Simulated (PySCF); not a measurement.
Nickel: a sound run and one with changed settings

Sound run: Ni [Ar] 3d8 4s2, Ni⁺ [Ar] 3d9. Computed with PySCF 2.14 in pcseg-2, with no relativity, point nucleus. In the sound run the correlated levels freeze [Ar]. The sound run starts from symmetry-adapted Hartree-Fock orbitals and uses a fine grid where one is needed.

Changed run: the spin-free X2C one-electron Hamiltonian (Gaussian nucleus). This setting is unsound on purpose.

```
species  method  sound run (hartree)  changed run (hartree)  converged
     Ni     UHF          -1506.85299            -1516.86351        yes
     Ni    PBE0          -1508.05331            -1518.06219        yes
     Ni   B3LYP          -1508.34718            -1518.35568        yes
     Ni     MP2          -1507.13209            -1517.14708        yes
    Ni⁺     UHF          -1506.56688            -1516.55862        yes
    Ni⁺    PBE0          -1507.78732            -1517.77540        yes
    Ni⁺   B3LYP          -1508.07187            -1518.05964        yes
    Ni⁺     MP2          -1506.89350            -1516.88873        yes
```

Ionisation energy of Ni:

| method | sound run (eV) | changed run (eV) |
| --- | --- | --- |
| UHF | 7.785 | 8.296 |
| PBE0 | 7.238 | 7.804 |
| B3LYP | 7.491 | 8.055 |
| MP2 | 6.492 | 7.030 |
| SCS-MP2 | 6.716 | 7.249 |

Most of the change in total energy is the relativistic energy itself. On top of that the contraction fixes the core shape for the Hamiltonian it was made with, so the changed run is not a good calculation with the other Hamiltonian either.

For comparison, NIST gives 7.640 eV between the lowest levels.
